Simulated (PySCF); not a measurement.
Ligands exchanged one at a time, Ga Br-SiH3. Gas-phase values, no solvent. Strings in code marks are SMILES.

The four lowest singlet excitations (Tamm–Dancoff). Computed with PySCF 2.14.0 with PBE-D3(BJ)/def2-TZVP // B3LYP-D3(BJ)/def2-TZVP. Excitations are Tamm–Dancoff values on a coarser integration grid. The basis has no diffuse functions, so Rydberg states are missing or too high.

```
state  energy (eV)  wavelength (nm)  oscillator strength
-----  -----------  ---------------  -------------------
S1            3.23              383                0.000
S2            4.37              284                0.000
S3            4.45              279                0.037
S4            4.60              270                0.004
```

Problem. Name which member gives these states.
A) `[SiH3][Ga]([SiH3])[Br]`
B) `[SiH3][Ga]([Br])[Br]`
C) `[Br][Ga]([Br])[Br]`

Solution. A, `[SiH3][Ga]([SiH3])[Br]`
